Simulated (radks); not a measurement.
Valence configurations of Pb III. Method: Dirac Kohn-Sham, LDA (Slater exchange, Perdew-Wang correlation), spin-unpolarised, spherical densities, point nucleus; open shells fill j = l - 1/2 first; computed with a radial shooting solver on a logarithmic mesh with Libxc functionals. Energies are relative to [Hg]; eigenvalues in eV.

valence                     E (eV)  e(4f5/2)  e(4f7/2)  e(5d3/2)  e(5d5/2)  e(6p1/2)
[Hg]                         0.000   -152.57   -147.53   -39.646   -37.013         -
[Xe] 4f14 5d10 6s1.5 6p0.5   4.330   -153.22   -148.18   -40.235   -37.594   -19.574
[Xe] 4f13.5 5d10 6s2 6p0.5  66.289   -162.16   -157.06   -42.758   -39.973   -20.176
[Xe] 4f13 5d10 6s1.5 6p1.5  141.55   -172.55   -167.37   -46.489   -43.545   -21.409
[Xe] 4f13.5 5d10 6s1.5 6p1  70.772   -162.80   -157.69   -43.334   -40.542   -20.503
[Xe] 4f12 5d10 6s1.5 6p2.5  297.99   -192.91   -187.58   -53.308   -50.056   -23.385
[Xe] 4f14 5d9 6s2 6p1       19.032   -158.27   -153.24   -43.931   -41.175   -20.880
[Xe] 4f14 5d8 6s1.5 6p2.5   46.875   -165.01   -159.96   -49.045   -46.156   -22.898
[Xe] 4f14 5d10 6s1 6p1       8.688   -153.86   -148.82   -40.816   -38.167   -19.908
[Xe] 4f14 5d9.5 6s1.5 6p1   13.651   -156.05   -151.01   -42.366   -39.663   -20.396

NIST lists [Hg] as the ground configuration; this level of theory agrees among the configurations tried. The energies are those of spherical spin-averaged densities, not of single terms.
